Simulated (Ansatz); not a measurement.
Coupled-cluster diagnostics for H₂W₂⁺, Ansatz.

Geometry of the doublet (PBE-D4/def2-TZVP):

```xyz
4

W    -0.389    0.518   -0.854
W     0.390   -0.518    0.850
H    -0.902   -1.617    0.777
H     0.902    1.616   -0.774
```

In the def2 sets W takes a core potential; there is no spin–orbit coupling. Correlated methods freeze no core orbitals; core or outer-core shells of W are correlated, in sets that lack core-valence functions. The structure comes from a short search, and lower isomers may exist.

Geometry of the charge 1 quartet (PBE-D4/def2-TZVP):

```tsv
atom	x (Å)	y (Å)	z (Å)
W1	0.0889	-0.8620	-0.7017
W2	-0.0887	0.8619	0.7017
H3	-0.9120	-0.1363	1.8012
H4	0.9119	0.1364	-1.8012
```

Question: Estimate the CCSD(T) correlation energy, the shares of MP2 and (T), T1 and the reference's ⟨S²⟩ for: charge 1, doublet, own geometry in def2-TZVPP; charge 1, quartet, own geometry in def2-TZVPP; and the rough time on 4 threads of Intel Xeon Platinum 8488C on a shared host.

Answer: 
```csv
state,basis,correlation (eV),MP2 share (%),(T) share (%),T1,⟨S²⟩ (pure),wall time,remarks
"charge 1, doublet, own geometry",def2-TZVPP,-24.112,92.2,6.3,0.091,2.80 (0.75),53 s,"large T1, spin-contaminated"
"charge 1, quartet, own geometry",def2-TZVPP,-23.866,92.1,6.2,0.094,4.98 (3.75),56 s,"large T1, spin-contaminated"
```
Customary marks for T1 are 0.02 (closed shells), 0.045 (open shells) and about 0.05 (3d metals). T1 exceeds 0.02 in 2 of 2 rows and 0.045 in 2; the higher it lies, the less the single-reference result can be trusted.
